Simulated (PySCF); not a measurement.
C2H5I. Atoms are numbered in the order given.

```xyz
8

C     -0.4243     2.4144     0.0000
C      0.6907     1.3988     0.0000
I     -0.0402    -0.6392     0.0000
H     -1.0623     2.3176     0.8903
H      0.0078     3.4294     0.0000
H     -1.0623     2.3176    -0.8903
H      1.3252     1.4656     0.8928
H      1.3252     1.4656    -0.8928
```

The structure is a stationary point at PBE0-D3(BJ)/def2-SVP. The def2 effective core potentials stand for the cores of I; spin–orbit coupling is left out.

These are B3LYP/def2-TZVPD (PySCF) values and carry that method's errors.

Mulliken values depend strongly on the basis, most of all with diffuse functions as here. ESP charges are fitted to the potential on shells at 1.4 to 2.0 van der Waals radii. Atomic charges (e):

```csv
atom,ESP fit,Mulliken
C1,-0.19,-0.90
C2,-0.20,-0.46
I3,-0.15,-0.08
H4,0.09,0.29
H5,0.08,0.27
H6,0.09,0.29
H7,0.14,0.30
H8,0.14,0.30
```
